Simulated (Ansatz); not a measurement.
Start from `[SiH3]C[SiH](Cl)Cl` and change one atom or group to get `S[SiH](Cl)Cl`.

Ansatz, PBE0-D4/def2-TZVP geometries, multiplicity 1. Each molecule was computed in one conformer, which needn't be the lowest.

| property | `[SiH3]C[SiH](Cl)Cl` |
| --- | --- |
| LUMO energy (PBE/def2-TZVPP) / eV | -0.66 |
| HOMO–LUMO gap (PBE/def2-TZVPP) / eV | 6.83 |
| HOMO–LUMO gap (B3LYP/def2-TZVPP) / eV | 8.64 |
| LUMO energy (ωB97M-V/def2-TZVPP) / eV | 1.89 |
| size of the dipole moment (PBE/def2-TZVPP) / D | 1.65 |
| HOMO energy (PBE/def2-TZVPP) / eV | -7.49 |

Give the same properties after the change, and the shifts. (Best estimate.)

The calculation gave: 
```json
{"property": "LUMO energy (PBE/def2-TZVPP) / eV", "`S[SiH](Cl)Cl`": "-1.14", "shift": "-0.48"}
{"property": "HOMO–LUMO gap (PBE/def2-TZVPP) / eV", "`S[SiH](Cl)Cl`": "5.70", "shift": "-1.13"}
{"property": "HOMO–LUMO gap (B3LYP/def2-TZVPP) / eV", "`S[SiH](Cl)Cl`": "7.41", "shift": "-1.23"}
{"property": "LUMO energy (ωB97M-V/def2-TZVPP) / eV", "`S[SiH](Cl)Cl`": "1.82", "shift": "-0.07"}
{"property": "size of the dipole moment (PBE/def2-TZVPP) / D", "`S[SiH](Cl)Cl`": "1.35", "shift": "-0.30"}
{"property": "HOMO energy (PBE/def2-TZVPP) / eV", "`S[SiH](Cl)Cl`": "-6.83", "shift": "0.66"}
```

With PBE0 the HOMO rises by 0.70 eV and the LUMO falls by 0.44 eV, so the gap narrows by about 1.14 eV. PBE moves the HOMO by 0.66 eV and ωB97M-V by 0.70 eV. The zero-point energy changes by -111.5 kJ/mol with -15 modes. Dipoles are sizes alone; their direction can turn.

Positive LUMOs are unbound, so they and the gaps depend on the basis.

B3LYP here is the variant with VWN-RPA as its local correlation; programs differ in this.
